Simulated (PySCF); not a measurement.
Te: excitation energy

Te [Kr] 4d10 5s2 5p4 (3P) → Te [Kr] 4d10 5s1 5p4 6s1 (5P), as a difference of total energies. All numbers are calculated (PySCF 2.14, scalar relativity by spin-free X2C-1e, in aug-cc-pwCVTZ-DK3 with one added diffuse shell each of s, p, d, f type (11s10p8d5f1g, 125 functions)). Correlated levels: valence: [Kr] 4d10 frozen; valence and next inner shell: [Ar] 3d10 frozen. The calculations carry no spin-orbit coupling.

```json
{"method": "UHF", "excitation energy (cm⁻¹)": "111060"}
{"method": "LDA", "excitation energy (cm⁻¹)": "121180"}
{"method": "PBE", "excitation energy (cm⁻¹)": "118640"}
{"method": "PBE0", "excitation energy (cm⁻¹)": "118870"}
{"method": "r2SCAN", "excitation energy (cm⁻¹)": "118310"}
{"method": "MP2 (valence)", "excitation energy (cm⁻¹)": "113110"}
{"method": "SCS-MP2 (valence)", "excitation energy (cm⁻¹)": "114250"}
{"method": "MP2 (valence and next inner shell)", "excitation energy (cm⁻¹)": "117290"}
{"method": "SCS-MP2 (valence and next inner shell)", "excitation energy (cm⁻¹)": "117450"}
```

A first-order spin-orbit estimate (lowest level to lowest level, LS coupling) adds -0.049 eV.

The upper state lies above the first ionisation limit, where it may autoionise and the basis confines it. A Rydberg-like electron needs more diffuse functions than a valence basis has.

The promoted electron is Rydberg-like, and one or two diffuse shells describe it only roughly, which tends to raise the upper state.
